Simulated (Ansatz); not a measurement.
Mulliken charges of `[OH][Ta]([OH])([OH])([OH])[F]` from r2SCAN/def2-TZVPP in Ansatz (PBE0-D4/def2-TZVP geometry).

```tsv
atom	x (Å)	y (Å)	z (Å)	charge (e)
O1	-1.476	-0.563	-1.196	-0.415
Ta2	-0.186	0.245	-0.055	1.209
O3	1.017	-1.236	-0.149	-0.453
O4	-0.163	-0.079	1.848	-0.448
O5	1.030	1.452	-0.884	-0.415
F6	-1.378	1.663	0.366	-0.346
H7	-1.397	-1.428	-1.600	0.216
H8	1.424	-1.838	0.470	0.221
H9	-0.698	0.503	2.393	0.217
H10	1.910	1.230	-1.189	0.216
```

Question: By hand: the dipole of these point charges (1 e Å = 4.8032 D).

Answer: Σ q r = (0.323, -0.393, -0.070) e Å, of length 0.513 e Å = 2.46 D.

Question: How does the dipole of the full density compare? (Best estimate.)

Answer: The calculation gave: (0.425, -0.525, -0.028) e Å, 3.25 D; the point charges give 0.76 times that, at 5° from its direction.

Point charges leave out the atoms' own dipoles, such as those of lone pairs, and Mulliken's split depends on the basis, so the two needn't agree.
